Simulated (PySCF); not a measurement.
# Correlation energy of Rh (rhodium, neutral)

[Kr] 4d8 5s1, high-spin 4F determinant. Computed with PySCF 2.14 in x2c-TZVPPall with one added diffuse shell each of s, p, d, f type (9s7p7d3f1g, 95 functions), with the spin-free X2C one-electron Hamiltonian (Gaussian nucleus). Frozen: [Ar] 3d10; 17 electrons correlated.

```csv
level,correlation energy (mhartree)
CCSD,-537.05
(T),-17.64
CCSD(T),-554.69
```

Diagnostics: T1 = 0.016, D1 = 0.0753, largest double amplitude 0.017.

Problem. Is a single reference adequate?

Solution. Yes, within this model without spin-orbit coupling: T1 lies below 0.03 and no double amplitude reaches 0.07.

This basis was not built for core-valence correlation, so the inner-shell part is incomplete.
